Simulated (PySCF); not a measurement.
Polarisability and C₆ of P⁻ (phosphorus, charge -1)

[Ne] 3s2 3p4, high-spin 3P determinant. Computed with PySCF 2.14 in aug-cc-pV(Q+d)Z (7s6p5d3f2g, 89 functions), with no relativity, point nucleus. Coupled (time-dependent) response in atomic units; α is the mean over directions.

```tsv
method	mean α (bohr³)	α xx, yy, zz	C₆ (like pair)	S(−4)
UHF	74.20	58.79, 105.0, 58.79	869.6	2757
LC-wPBE	72.57	60.24, 97.24, 60.24	849.8	2268
```

S(−4) is the Cauchy moment in α(ω) = α(0) + S(−4) ω² + …

α(iu) at UHF:

| u (hartree) | α(iu) (bohr³) |
| --- | --- |
| 0 | 74.20 |
| 0.0500 | 68.37 |
| 0.100 | 57.38 |
| 0.200 | 38.40 |
| 0.300 | 26.27 |
| 0.500 | 13.96 |
| 0.750 | 7.621 |
| 1.00 | 4.761 |
| 1.50 | 2.370 |
| 2.00 | 1.432 |
| 3.00 | 0.7083 |
| 5.00 | 0.3012 |

A single London oscillator, α(iu) = α/(1 + u²/ω²), gives C₆ = (3/4) ω α². Matching the computed C₆ needs ω = 4 × 869.6 / (3 × 74.20²) = 0.211 hartree.

For an ion, C₆ is the dispersion term alone; charge-induced terms of lower order in 1/R come first.

The components differ because the open shell of this determinant is not spherical; for a pure term their mean is the scalar polarisability.
